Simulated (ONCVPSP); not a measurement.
**What one change does to a pseudopotential (Co (Z = 27), ONCV)**

cobalt, optimised norm-conserving Vanderbilt (ONCV), made with ONCVPSP 4.0.1 (LDA (Perdew-Wang 92), fully relativistic). Core [Ne], reference 3s2 3p6 3d7 4s2. Waves: 3s+4s: rc 1.25 bohr, ncon 3, nbas 7, qcut 12.2 1/bohr, 2 projectors; 3p: rc 0.95 bohr, ncon 4, nbas 7, qcut 16.2 1/bohr, 2 projectors, debl 2.2 Ha; 3d: rc 1.30 bohr, ncon 4, nbas 9, qcut 13.4 1/bohr, 1 projector. Local part: polynomial inside 0.90 bohr (lpopt 3, dvloc0 0 Ha). Core correction: none.

Open shells are filled in proportion to 2j + 1.

In the p channel the program set the typed energies aside and used -2.385, 0.250 Ha (j = l + 1/2; the other j can differ).

Change: s: rc 1.44.

Cutoffs: the cutoffs (Ha) at which the residual kinetic energy of the hardest occupied pseudo-wave falls to 1 and 0.1 mHa per electron; they do not see the model core or the augmentation charge, which bear on the density cutoff. Errors are all-electron minus pseudo energies relative to the spin-unpolarised reference configuration.

Problem. How do hardness, ghosts and transferability respond?

Solution. The potential gets neither clearly harder nor softer (67 Ha and 86 Ha → 67 Ha and 86 Ha); the p channel sets the loose cutoff, while the largest relative change is in s, which becomes softer; of the 4 tests that both files solve, the error grows in 1 and shrinks in 0 by more than 15 % and 0.3 meV (median size 3.2 → 3.0 meV); neither file shows a bound ghost.

```tsv
quantity	base	changed
cutoff, loose	67 Ha	67 Ha
cutoff, tight	86 Ha	86 Ha
loose cutoff by channel	s 45 Ha, p 67 Ha, d 64 Ha	s 37 Ha, p 67 Ha, d 64 Ha
bound ghosts	none	none
GHOST(+) flags under 300 eV	none	none
error for 3s2 3p6 3d7 4s1, meV [ΔE 9.29 eV]	+1.1	+0.9
error for 3s2 3p6 3d7 4s0, meV [ΔE 26.37 eV]	+5.3	+4.9
error for 3s2 3p6 3d6 4s0, meV [ΔE 62.56 eV]	-7.0	-8.3
error for 3s2 3p6 3d7.5 4s1.5, meV [ΔE -0.98 eV]	+1.1	+1.1
p3/2: phases at 0.96 bohr within 0.05 rad from the reference energy up to (Ha; the scan ends near 5)	to the end of the scan	to the end of the scan
p1/2: phases at 0.96 bohr within 0.05 rad from the reference energy up to (Ha; the scan ends near 5)	to the end of the scan	to the end of the scan
d5/2: phases at 1.32 bohr within 0.05 rad from the reference energy up to (Ha; the scan ends near 5)	2.2	2.2
d3/2: phases at 1.32 bohr within 0.05 rad from the reference energy up to (Ha; the scan ends near 5)	2.2	2.2
```
